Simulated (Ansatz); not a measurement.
Geometry optimisation, RKS PBE-D4/def2-SVP (Ansatz 0.2.0).

The input (input.yaml):

```yaml
crystal:
  periodic: [false, false, false]
  atoms:
    - { symbol: "N", position_ang: [-0.3503, 1.1887, -0.573] }
    - { symbol: Al, position_ang: [-0.0616, -0.4068, 0.3377] }
    - { symbol: O, position_ang: [1.5738, -0.7326, 1.0218] }
    - { symbol: F, position_ang: [-1.2949, -1.6142, 0.5164] }
    - { symbol: H, position_ang: [-0.7302, 0.9704, -1.5585] }
    - { symbol: H, position_ang: [-1.1982, 1.7112, -0.0974] }
    - { symbol: H, position_ang: [2.1226, -1.1848, 0.3073] }
basis:
  gaussian: { orbitals: def2-SVP }
hamiltonian:
  xc: pbe
  dispersion: d4
relax:
  f_tol: 0.015
  max_steps: 40
```

Command:

```bash
$ ansatz run input.yaml --threads 1 --pin off --max-ram 2048MiB --backend cpu --events-out ev --progress --plain --runs-dir out
```

Task: Where does it end, and by what steps?

Result: The forces met the threshold. After 11 steps the energy has fallen by 0.775 eV; H6 moved furthest, 1.31 Å.

```
step  energy less start (eV)  largest force component (eV/Å)  accepted
   0                  0.0000                           2.276       yes
   1                 -0.2130                           1.325       yes
   2                 -0.3830                           0.316       yes
   3                 -0.4363                           0.219       yes
   4                 -0.4691                           1.287       yes
   5                 -0.5868                           0.612       yes
   6                 -0.6663                           0.311       yes
   7                 -0.7276                           0.509       yes
   8                 -0.7492                           0.423       yes
   9                 -0.7705                           0.375       yes
  10                 -0.7749                           0.046       yes
  11                 -0.7753                           0.010       yes
```

```xyz
7
Properties=species:S:1:pos:R:3
N -0.576 0.941 -0.539
Al -0.130 -0.627 0.155
O 1.386 -1.026 0.836
F -1.281 -1.842 0.152
H -1.492 1.135 -0.946
H 0.016 1.771 -0.593
H 2.139 -0.420 0.889
```

Run time: 43 s on 1 thread of Intel(R) Xeon(R) Platinum 8488C (Sapphire Rapids), with other jobs on the host, peak memory 0.17 GiB.
